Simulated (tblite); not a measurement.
2-methoxypyrazine, C5H6N2O.
Numbering: `[CH3:1][O:2][c:3]1[cH:4][n:5][cH:6][cH:7][n:8]1` (hydrogens: H9, H10, H11 on C1; H12 on C4; H13 on C6; H14 on C7)

Computed with GFN2-xTB (tblite), gas phase: nudged elastic band of 9 images (0 to 8), spring 0.2 eV/Å², climbing image at the end, force threshold 0.05 eV/Å. The top image wasn't refined or checked by frequencies; at this threshold it can lie a kcal/mol or more above the true saddle point of the method.

The band describes a rotation about C3–O2 (aromatic carbon bearing oxygen, aryl ether oxygen), followed by the dihedral N8–C3–O2–C1, from the optimised start (0°) to a second optimised geometry at 180°.

Problem. How does the energy change from image to image?

Solution. 
```tsv
image	dihedral (°)	E (kcal/mol)	C3–O2 (Å)	N8···C1 (Å)	largest true force (eV/Å)
0	0	0.00	1.336	2.62	0.01
1	14	0.86	1.337	2.68	0.06
2	35	3.61	1.342	2.79	0.10
3	63	7.55	1.355	2.94	0.09
4	93	9.83	1.364	3.13	0.02
5	118	9.34	1.359	3.32	0.04
6	142	7.66	1.350	3.46	0.05
7	162	5.61	1.344	3.52	0.05
8	180	4.61	1.342	3.55	0.00
```

Barriers of this band. The top is image 4 at 93°: 9.83 kcal/mol forward and 5.22 kcal/mol back; the end lies 4.61 kcal/mol above the start. The central bond is 0.028 Å longer at the top than at the start.

Problem. What rate follows at 250 K for crossing this barrier forward?

Solution. Taking the electronic barrier for the free energy of activation (no zero-point or entropy terms, transmission 1), rate = (kT/h)·exp(−ΔE/kT) ≈ 1 × 10^4 s⁻¹, whose inverse is 8 × 10^-5 s. An error of 1 kcal/mol in the barrier changes this by a factor of 7, and the method and the loose band can each miss by that much or more.

Problem. How would the two end points share their population at 250 K, from these energies alone?

Solution. exp(−ΔE/kT) with ΔE = 0.200 eV gives 9.3e-05 for the higher one (end) against 1 for the lower, without vibrational, rotational or degeneracy terms.

The cost below is that of the whole band run. The run took 3.1 s on an Arm Neoverse V1 with one thread (shared host), and the process peaked at 0.18 GiB of memory.
